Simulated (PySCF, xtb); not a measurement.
BH₆NO₂Si, SMILES N[SiH2]B(O)O.

GFN2-xTB in xtb at its own geometry gives an orbital gap of 4.37 eV and a dipole moment of 2.06 D.

Geometry optimised at B3LYP-D3(BJ)/def2-SVP. The structure was generated by enumeration, and PubChem lists no compound with its InChIKey, so it may never have been made. The values are those of a single conformer.

**Question.** What does PySCF with PBE/def2-TZVP give? (Estimate from the structure and the level; the computed values follow.)

**Answer.** gap 5.11 eV (levels -6.21 and -1.10 eV), dipole 1.81 D.
